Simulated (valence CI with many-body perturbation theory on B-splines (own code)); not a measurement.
# Rb XXXI: electric-dipole lines

Level of theory: configuration interaction combined with many-body perturbation theory (CI+MBPT): five valence electrons over a frozen Dirac-Fock core [He], a basis of 9 s, 9 p, 8 d, 6 f, 3 g, 1 h functions for each j, with the one-electron correlation potential Σ1 (screened to all orders), the two-electron term Σ2, the three-electron term Σ3, Breit, model QED; selected single and double excitations, second order for the rest (own B-spline code, finite nucleus).

No measured spectrum was set against this ion. As an estimate, large intervals hold to a few tenths of a per cent, small ones and those within an open d or f shell to about a per cent. Among the levels kept, up to 1500 cm⁻¹ of a level comes from second order outside the variational space, and about a tenth of that is noise between levels of different J, which matters for small intervals.

Lines 201 to 250 of 294 in falling wavelength, among levels below 2260.1 eV, chosen from the strongest by gf and those to the six lowest levels. Wavelengths and rates use the calculated energies. Electric multipoles are in the length gauge, E1 and E2 with the static RPA response of the core. Weak lines are less certain than strong ones. Lines between different terms over intervals too small for the method are left out, as are lines whose strength nearly cancels. The highest levels of a list are the least certain.

Levels are named by their leading jj configuration (3d3/2^4 stands for four electrons in 3d with j = 3/2), which in mixed levels can hold well under half, so a name can repeat and another be missing. Letters in brackets count levels of one name in rising energy.

```csv
λ vac (Å),Upper,Lower,A (s⁻¹),S (a.u.) with core polarisation,S without
5.925,(2s 2p1/2^2 2p3/2 3p3/2) J=5/2,(2s^2 2p3/2^3) J=3/2,4.35e+10,2.68e-05,2.69e-05
5.920,(2s^2 2p1/2 2p3/2 3d3/2) J=3/2 [a],(2s^2 2p1/2 2p3/2^2) J=5/2,3.16e+12,1.29e-03,1.30e-03
5.915,(2s^2 2p1/2 2p3/2 3d3/2) J=5/2 [a],(2s^2 2p1/2 2p3/2^2) J=5/2,1.07e+12,6.53e-04,6.54e-04
5.911,(2s^2 2p1/2 2p3/2 3d3/2) J=3/2 [b],(2s^2 2p1/2 2p3/2^2) J=1/2,2.19e+12,8.92e-04,8.93e-04
5.909,(2s^2 2p1/2 2p3/2 3d5/2) J=7/2 [a],(2s^2 2p1/2 2p3/2^2) J=5/2,2.46e+12,2.01e-03,2.01e-03
5.899,(2s^2 2p3/2^2 3s) J=1/2,(2s^2 2p1/2 2p3/2^2) J=3/2,5.83e+10,1.18e-05,1.18e-05
5.895,(2s^2 2p3/2^2 3d3/2) J=3/2,(2s^2 2p3/2^3) J=3/2,5.10e+11,2.06e-04,2.06e-04
5.895,(2s^2 2p3/2^2 3d3/2) J=1/2 [a],(2s^2 2p3/2^3) J=3/2,9.97e+11,2.02e-04,2.02e-04
5.894,(2s^2 2p3/2^2 3d3/2) J=5/2,(2s^2 2p3/2^3) J=3/2,1.42e+12,8.61e-04,8.63e-04
5.892,(2s^2 2p1/2 2p3/2 3d3/2) J=7/2,(2s^2 2p1/2 2p3/2^2) J=5/2,1.91e+11,1.54e-04,1.55e-04
5.889,(2s^2 2p1/2 2p3/2 3d5/2) J=5/2 [a],(2s^2 2p1/2 2p3/2^2) J=5/2,2.89e+12,1.75e-03,1.75e-03
5.888,(2s^2 2p1/2 2p3/2 3d5/2) J=3/2 [a],(2s^2 2p1/2 2p3/2^2) J=5/2,6.91e+10,2.78e-05,2.79e-05
5.887,(2s^2 2p1/2 2p3/2 3d5/2) J=3/2 [b],(2s^2 2p1/2 2p3/2^2) J=1/2,6.17e+13,2.49e-02,2.49e-02
5.884,(2s^2 2p1/2^2 3d3/2) J=3/2,(2s^2 2p1/2^2 2p3/2) J=3/2,1.13e+13,4.55e-03,4.56e-03
5.884,(2s^2 2p1/2 2p3/2 3d5/2) J=1/2,(2s^2 2p1/2 2p3/2^2) J=1/2,7.24e+13,1.46e-02,1.46e-02
5.882,(2s^2 2p1/2 2p3/2 3d3/2) J=3/2 [a],(2s^2 2p1/2 2p3/2^2) J=3/2,5.63e+11,2.26e-04,2.26e-04
5.879,(2s 2p1/2^2 2p3/2 3p1/2) J=1/2,(2s^2 2p3/2^3) J=3/2,3.65e+12,7.32e-04,7.34e-04
5.878,(2s^2 2p1/2 2p3/2 3d3/2) J=5/2 [a],(2s^2 2p1/2 2p3/2^2) J=3/2,4.39e+10,2.64e-05,2.65e-05
5.876,(2s^2 2p1/2 2p3/2 3d3/2) J=1/2 [a],(2s^2 2p1/2 2p3/2^2) J=3/2,4.87e+12,9.75e-04,9.76e-04
5.876,(2s 2p1/2^2 2p3/2 3p1/2) J=3/2 [b],(2s^2 2p3/2^3) J=3/2,3.72e+11,1.49e-04,1.49e-04
5.867,(2s^2 2p1/2 2p3/2 3d3/2) J=5/2 [b],(2s^2 2p1/2 2p3/2^2) J=5/2,2.57e+13,1.53e-02,1.54e-02
5.866,(2s^2 2p3/2^2 3d3/2) J=1/2 [b],(2s^2 2p3/2^3) J=3/2,4.91e+13,9.79e-03,9.80e-03
5.862,(2s^2 2p1/2 2p3/2 3d3/2) J=3/2 [b],(2s^2 2p1/2 2p3/2^2) J=5/2,1.13e+13,4.47e-03,4.48e-03
5.857,(2s 2p1/2^2 2p3/2 3p1/2) J=3/2 [a],(2s^2 2p1/2 2p3/2^2) J=1/2,8.16e+10,3.24e-05,3.24e-05
5.856,(2s^2 2p1/2^2 3d5/2) J=5/2,(2s^2 2p1/2^2 2p3/2) J=3/2,4.69e+13,2.79e-02,2.80e-02
5.856,(2s^2 2p3/2^2 3d5/2) J=3/2,(2s^2 2p3/2^3) J=3/2,7.73e+13,3.06e-02,3.07e-02
5.852,(2s^2 2p1/2 2p3/2 3d5/2) J=5/2 [a],(2s^2 2p1/2 2p3/2^2) J=3/2,3.05e+13,1.81e-02,1.81e-02
5.851,(2s^2 2p1/2 2p3/2 3d5/2) J=3/2 [a],(2s^2 2p1/2 2p3/2^2) J=3/2,3.59e+13,1.42e-02,1.42e-02
5.850,(2s^2 2p3/2^2 3d5/2) J=5/2,(2s^2 2p3/2^3) J=3/2,7.40e+13,4.39e-02,4.39e-02
5.846,(2s^2 2p1/2 2p3/2 3d5/2) J=5/2 [b],(2s^2 2p1/2 2p3/2^2) J=5/2,2.29e+13,1.35e-02,1.35e-02
5.842,(2s^2 2p1/2 2p3/2 3d5/2) J=7/2 [b],(2s^2 2p1/2 2p3/2^2) J=5/2,9.09e+13,7.15e-02,7.16e-02
5.839,(2s^2 2p1/2 2p3/2 3d5/2) J=3/2 [b],(2s^2 2p1/2 2p3/2^2) J=5/2,5.33e+12,2.09e-03,2.10e-03
5.830,(2s^2 2p1/2 2p3/2 3d3/2) J=5/2 [b],(2s^2 2p1/2 2p3/2^2) J=3/2,3.24e+12,1.90e-03,1.91e-03
5.826,(2s^2 2p1/2 2p3/2 3d3/2) J=3/2 [b],(2s^2 2p1/2 2p3/2^2) J=3/2,6.49e+12,2.53e-03,2.54e-03
5.822,(2s^2 2p3/2^2 3s) J=5/2,(2s^2 2p1/2^2 2p3/2) J=3/2,4.07e+10,2.38e-05,2.37e-05
5.820,(2s^2 2p1/2 2p3/2 3d3/2) J=1/2 [b],(2s^2 2p1/2 2p3/2^2) J=3/2,7.17e+12,1.40e-03,1.40e-03
5.809,(2s^2 2p1/2 2p3/2 3d5/2) J=5/2 [b],(2s^2 2p1/2 2p3/2^2) J=3/2,8.04e+13,4.67e-02,4.67e-02
5.809,(2s 2p1/2^2 2p3/2 3p1/2) J=3/2 [a],(2s^2 2p1/2 2p3/2^2) J=5/2,3.44e+11,1.33e-04,1.33e-04
5.805,(2s 2p1/2^2 2p3/2 3p1/2) J=5/2,(2s^2 2p1/2 2p3/2^2) J=5/2,1.11e+11,6.41e-05,6.41e-05
5.803,(2s^2 2p1/2 2p3/2 3d5/2) J=3/2 [b],(2s^2 2p1/2 2p3/2^2) J=3/2,1.74e+12,6.72e-04,6.72e-04
5.800,(2s^2 2p1/2 2p3/2 3d5/2) J=1/2,(2s^2 2p1/2 2p3/2^2) J=3/2,2.28e+12,4.40e-04,4.40e-04
5.791,(2s 2p1/2^2 2p3/2 3p3/2) J=3/2,(2s^2 2p1/2 2p3/2^2) J=1/2,8.62e+10,3.31e-05,3.31e-05
5.773,(2s 2p1/2^2 2p3/2 3p1/2) J=3/2 [a],(2s^2 2p1/2 2p3/2^2) J=3/2,2.29e+11,8.69e-05,8.68e-05
5.769,(2s 2p1/2^2 2p3/2 3p1/2) J=5/2,(2s^2 2p1/2 2p3/2^2) J=3/2,2.58e+12,1.47e-03,1.47e-03
5.764,(2s 2p1/2^2 2p3/2 3p3/2) J=7/2,(2s^2 2p1/2 2p3/2^2) J=5/2,3.29e+11,2.49e-04,2.49e-04
5.750,(2s^2 2p3/2^2 3d3/2) J=3/2,(2s^2 2p1/2 2p3/2^2) J=1/2,3.20e+12,1.20e-03,1.20e-03
5.749,(2s^2 2p3/2^2 3d3/2) J=1/2 [a],(2s^2 2p1/2 2p3/2^2) J=1/2,3.42e+12,6.41e-04,6.42e-04
5.735,(2s^2 2p1/2 2p3/2 3d3/2) J=3/2 [a],(2s^2 2p1/2^2 2p3/2) J=3/2,1.49e+13,5.56e-03,5.57e-03
5.734,(2s 2p1/2^2 2p3/2 3p1/2) J=1/2,(2s^2 2p1/2 2p3/2^2) J=1/2,1.42e+12,2.65e-04,2.65e-04
5.731,(2s 2p1/2^2 2p3/2 3p1/2) J=3/2 [b],(2s^2 2p1/2 2p3/2^2) J=1/2,3.19e+12,1.19e-03,1.19e-03
```
